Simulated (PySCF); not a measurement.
ReO2F2, SMILES [O]=[Re](=[O])([F])[F] (connectivity only; charge and spin as stated), neutral, multiplicity 2. Coordinates come from a B3LYP-D3(BJ)/def2-SVP optimisation. The spin state was assumed, not searched. The def2 effective core potentials stand for the cores of Re; spin–orbit coupling is left out.

Level of theory: B3LYP-D3(BJ)/def2-SVP in PySCF 2.14.0.

Harmonic wavenumbers (cm⁻¹): 116, 213, 230, 244, 327, 671, 709, 1014, 1054. Rotational constants (GHz): 4.003, 3.170, 3.125; symmetry number 2.

Question: Work out the zero-point energy and the ideal-gas rigid-rotor harmonic-oscillator thermochemistry at 298.15 K and 1 atm.

Answer: ZPE = ½ Σ hcν = ½ × 4579 cm⁻¹ = 6.55 kcal/mol. H − E(el) = 10.76 kcal/mol. Entropy in cal/(mol K): translation 42.52, rotation 25.12, vibration 10.91, spin 1.38, total 79.93. G − E(el) = -13.07 kcal/mol. Cp = 19.28 cal/(mol K). Modes under 150 cm⁻¹ make the vibrational entropy uncertain.
